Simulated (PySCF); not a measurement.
# [SrBr3]-, singlet: data card

Computed with PBE0 in PySCF with Sr def2-SVPD with ECP28, Br def2-SVPD; scalar-relativistic core potentials, no spin–orbit coupling; density-fitted integrals.

The structure is a minimum.

Coordinates in bohr (charge -1 multiplicity 1):
```
Sr    0.0000    0.0000    0.0000
Br    5.4458    0.0000    0.0000
Br   -2.7229    4.7162    0.0000
Br   -2.7229   -4.7162    0.0000
```

- Point group: D3h
- Bond lengths: Sr–Br 2.882 Å (×3)
- Bond angles: Br–Sr–Br 120.0° (×3)
- Principal polarisabilities: 99.1, 127.8, 127.8 bohr³
- Dipole moment about the centre of mass: 0.00 D
- Principal quadrupole moments (Buckingham, traceless) about the centre of mass: -20.03, -20.03, 40.05 D Å
- Rotational constants: 0.01715, 0.01715, 0.008574 cm⁻¹
- Entropy at 298.15 K and 1 bar: 397.1 J/(mol K)
- Lowest empty level: 2.00 eV
- Zero-point energy: 4.0 kJ/mol
- Heat capacity Cp at 298.15 K: 81.5 J/(mol K)
- Rotational symmetry number: 6
- Highest occupied level: -3.88 eV
- Enthalpy at 298.15 K above 0 K: 21.30 kJ/mol

Harmonic modes (masses in u: Sr 87.906, Br 78.918):
```
symmetry  ω (cm⁻¹)  IR (km/mol, summed over degenerate members)     type
      e'        41                                          5.2     bend
    a2''        50                                         24.4     bend
     a1'       137                                          0.0  stretch
      e'       198                                          129  stretch
```

In D3h the vibrations span 2e' + a2'' + a1'. The a1' mode carries no infrared intensity, as symmetry demands.

Charges (e); Mulliken and Löwdin values are unreliable with diffuse functions:
| atom | Mulliken | Löwdin | polar tensor | Mayer order to Sr1 |
| --- | --- | --- | --- | --- |
| Sr1 | 1.29 | 0.54 | 1.51 | – |
| Br2,3,4 | -0.76 | -0.51 | -0.84 | 0.43 |

Mulliken populations on Sr1 (electrons outside its core potential): s 2.22, p 6.08, d 0.41.

Outer orbital energies (eV). occupied: -4.41, -4.41, -4.08, -4.08, -4.06, -4.06, -4.06, -3.88; empty: 2.00, 2.71, 2.94, 2.94.

Counting electrons, strontium keeps none of its valence electrons outside its bonds, so the VSEPR class is AX3 and the expected shape is trigonal planar (D3h), as computed.

Other isomers or separated fragments may lie lower. The lowest empty level of this anion is unbound, so it and the gap depend on the basis.

The final relaxation and frequency run took about 4 core-minutes on a shared host.
